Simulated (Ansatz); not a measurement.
Consider the ligand exchange at the Si–O bond: `[SiH3][O][Ga]([Cl])[Cl]` + `[OH][Ga]([OH])[Br]` → `[OH][Ga]([Br])[O][SiH3]` + `[OH][Ga]([Cl])[Cl]`.

Calculated with Ansatz (gas phase, PBE0-D4/def2-TZVP geometries, no zero-point term in ΔE). CCSD(T)/CBS adds triple-zeta CCSD(T) − MP2 to the extrapolated MP2 energy (def2 sets, frozen cores). Functionals use def2-TZVPP. B3LYP here is the variant with VWN-RPA as its local correlation; programs differ in this. HSE06 is defined as in plane-wave codes. For Br, Ga outer-core shells are correlated without core-valence functions, which leaves a few kJ/mol of doubt a bond. Scalar relativity is left out up to krypton. One conformer a species, not always the lowest.

```
             level  ΔE (kcal/mol)  difference from CCSD(T)/CBS
       LDA (SPW92)           -0.4                         -0.1
            PBE-D4           -0.4                         -0.1
         revPBE-D4           -0.4                         -0.1
           BLYP-D4           -0.4                         -0.1
         r2SCAN-D4           -0.4                         -0.1
            B97M-V           -0.5                         -0.2
           PBE0-D4           -0.3                          0.0
          B3LYP-D4           -0.3                          0.0
        r2SCAN0-D4           -0.3                          0.0
          HSE06-D4           -0.3                          0.0
          BHLYP-D4           -0.2                          0.1
      CAM-B3LYP-D4           -0.2                          0.1
           ωB97X-V           -0.3                          0.0
           ωB97M-V           -0.3                          0.0
            B2PLYP           -0.3                          0.0
          PBE-QIDH           -0.3                          0.0
               PBE           -0.4                         -0.1
            revPBE           -0.4                         -0.1
              BLYP           -0.3                          0.0
            r2SCAN           -0.4                         -0.1
             B3LYP           -0.2                          0.1
           r2SCANh           -0.4                         -0.1
             HSE06           -0.3                          0.0
             BHLYP           -0.2                          0.1
         CAM-B3LYP           -0.2                          0.1
           LC-ωPBE           -0.2                          0.1
       HF/def2-SVP            0.1                          0.4
      MP2/def2-SVP           -0.1                          0.2
     CCSD/def2-SVP           -0.1                          0.2
  CCSD(T)/def2-SVP           -0.1                          0.2
     HF/def2-TZVPP            0.0                          0.3
    MP2/def2-TZVPP           -0.3                          0.0
SCS-MP2/def2-TZVPP           -0.3                          0.0
   CCSD/def2-TZVPP           -0.3                          0.0
CCSD(T)/def2-TZVPP           -0.3                          0.0
     HF/def2-QZVPP            0.0                          0.3
    MP2/def2-QZVPP           -0.3                          0.0
SCS-MP2/def2-QZVPP           -0.3                          0.0
     MP2/CBS(def2)           -0.3                          0.0
    CCSD/CBS(def2)           -0.2                          0.1
       CCSD(T)/CBS           -0.3                            0
```

Largest T1 diagnostic among the species: 0.012.

Leaving LDA and LC-ωPBE aside and taking each functional with its dispersion term where it has one, the values spread over 0.3 kcal/mol, from B97M-V to BHLYP-D4.
